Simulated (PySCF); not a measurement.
Species: CF3CH2OCH2CF3, C₄H₄F₆O.
Numbering: `[F:1][C:2]([F:3])([F:4])[CH2:5][O:6][CH2:7][C:8]([F:9])([F:10])[F:11]` (hydrogens: H12, H13 on C5; H14, H15 on C7)

Computed with PBE0-D3(BJ)/def2-SVP geometry optimisation, gas phase in PySCF 2.14.0.

Task: List the bond lengths, angles and torsions at this level.

Result: 
| bond | length (Å) |
| --- | --- |
| F1–C2 | 1.340 |
| C2–F3 and 4 like bonds | 1.332 |
| C2–C5, C7–C8 | 1.515 |
| C5–O6 | 1.386 |
| O6–C7 | 1.395 |
| C5–H12 and 3 like bonds | 1.103 |

Bonds in one row agree within 0.01 Å and their mean is given. A selection of angles:
| angle | degrees |
| --- | --- |
| F1–C2–F3 | 107.5 |
| F1–C2–C5 | 111.3 |
| F4–C2–C5 | 109.7 |
| C2–C5–O6 | 113.1 |
| C5–O6–C7 | 116.8 |
| O6–C7–C8 | 108.5 |

Dihedral angles: F1–C2–C5–O6 -63° (synclinal); C2–C5–O6–C7 77° (synclinal); C5–O6–C7–C8 146° (anticlinal); O6–C7–C8–F9 179° (antiperiplanar). The mirror-image conformer, all signs reversed, is as good.

O6 (ether oxygen) is bent (angle 116.8°). Of the pairs four or more bonds apart, F1···C7 is among the closest relative to their van der Waals radii: 2.90 Å, 91 % of the sum of Bondi's values.

Point group: C1 (no symmetry element, even within 0.4 Å). No PBE0-D3(BJ)/def2-SVP frequencies stand behind this structure, so it isn't proved a minimum. The numbers are those of one conformer.
